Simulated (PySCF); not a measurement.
**Field gradients at the hydrogen positions**

C₆H₉OS (charge +1).
Z-matrix (Å and degrees, GFN2-xTB geometry), rows numbered from 1:
```
C 
C   1  1.3239
C   2  1.5136  1  137.08
O   3  1.4531  2   87.87  1   171.43
C   4  1.3320  3   92.14  2     3.39
C   5  1.4565  2  138.07  1    -0.30
S   6  1.8371  5   79.96  2    94.95
C   7  1.8073  6  102.62  5   -96.08
H   1  1.0770  2  122.82  3  -174.10
H   1  1.0771  2  120.34  3     3.76
H   3  1.0898  2  116.87  1   -75.37
H   3  1.0892  2  116.32  1    58.62
H   6  1.0858  5  115.32  2  -155.64
H   6  1.0835  5  117.77  2   -16.84
H   8  1.0876  7  105.76  6  -168.94
H   8  1.0877  7  110.72  6    72.97
H   8  1.0857  7  110.06  6   -50.81
```

Level: PBE0/pcSseg-1 (PySCF, non-relativistic); Q(2H) = 0.00286 b; rigid geometry, the same for H and D, with no vibrational averaging.

Task: Rank these positions by the coupling χzz of a deuteron there, largest first.
A. H10 (hydrogen on carbon)
B. H15 (methyl hydrogen)
C. H14 (methylene hydrogen)
D. H12 (methylene hydrogen)

Result: A (218 kHz), C (208 kHz), B (204 kHz), D (197 kHz).

Task: What are Vzz, η and χzz (234.96 MHz × Q × Vzz) at all hydrogens?

Result: 
```json
{"atom": "H9", "bonded to": "C1", "bond length (Å)": "1.077", "Vzz (au)": "0.3277", "η": "0.02", "χzz (kHz)": "220"}
{"atom": "H10", "bonded to": "C1", "bond length (Å)": "1.077", "Vzz (au)": "0.3246", "η": "0.03", "χzz (kHz)": "218"}
{"atom": "H11", "bonded to": "C3", "bond length (Å)": "1.090", "Vzz (au)": "0.2930", "η": "0.07", "χzz (kHz)": "197"}
{"atom": "H12", "bonded to": "C3", "bond length (Å)": "1.089", "Vzz (au)": "0.2934", "η": "0.07", "χzz (kHz)": "197"}
{"atom": "H13", "bonded to": "C6", "bond length (Å)": "1.086", "Vzz (au)": "0.3022", "η": "0.03", "χzz (kHz)": "203"}
{"atom": "H14", "bonded to": "C6", "bond length (Å)": "1.083", "Vzz (au)": "0.3098", "η": "0.02", "χzz (kHz)": "208"}
{"atom": "H15", "bonded to": "C8", "bond length (Å)": "1.088", "Vzz (au)": "0.3033", "η": "0.07", "χzz (kHz)": "204"}
{"atom": "H16", "bonded to": "C8", "bond length (Å)": "1.088", "Vzz (au)": "0.3051", "η": "0.05", "χzz (kHz)": "205"}
{"atom": "H17", "bonded to": "C8", "bond length (Å)": "1.086", "Vzz (au)": "0.3076", "η": "0.05", "χzz (kHz)": "207"}
```

Task: How does χzz go with the bond length over the 9 C–H bonds?

Result: A straight-line fit has a slope of -16.4 kHz for each 0.01 Å, with a correlation coefficient of -0.97, over lengths from 1.077 to 1.090 Å. The longer bonds have the smaller couplings here.

Task: A static deuteron (I = 1) shows a doublet split by (3/2)χ, (3/4)χ(1 + η) and (3/4)χ(1 − η) with the field along z, y and x of the gradient. What are these for H11?

Result: With |χ| = 196.9 kHz and η = 0.067: 295, 157 and 138 kHz, to first order and without motion.

Isolated species at its GFN2-xTB geometry (one conformer only). GFN2-xTB bond lengths can be off by several hundredths of an ångström, more for odd bonds, and the gradients follow them. With so small a basis the couplings can be 20 % off.
